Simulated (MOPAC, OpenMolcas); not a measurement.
## How methods differ on CH4F2Si (SMILES C[SiH](F)F)

CH4F2Si has 8 atoms, charge 0, and is taken as a singlet. As SMILES, `C[SiH](F)F`. The shape is that of a PBE0-D4/def2-TZVP optimisation.

```xyz
8

C    -0.3871    0.8817   -0.1747
Si    0.3293   -0.7752    0.1806
F     1.9163   -0.6783    0.2267
F    -0.0354   -1.7839   -0.9940
H    -0.0134    1.2690   -1.1254
H    -0.1227    1.5910    0.6133
H    -1.4768    0.8244   -0.2314
H    -0.1181   -1.3857    1.4490
```

Quantity: the dipole moment, in D. The values are calculated.

```tsv
level	kind	program	value (D)
PM3	semi-empirical	MOPAC	1.74
HF/cc-pVDZ	Hartree–Fock	OpenMolcas	2.46
SVWN5/cc-pVDZ	LDA	OpenMolcas	2.12
BLYP/cc-pVDZ	GGA	OpenMolcas	2.01
PBE/cc-pVDZ	GGA	OpenMolcas	2.05
TPSS/cc-pVDZ	meta-GGA	OpenMolcas	2.02
PBE0/cc-pVDZ	global hybrid	OpenMolcas	2.21
```

The values span 1.74 to 2.46 D. Magnitudes only.
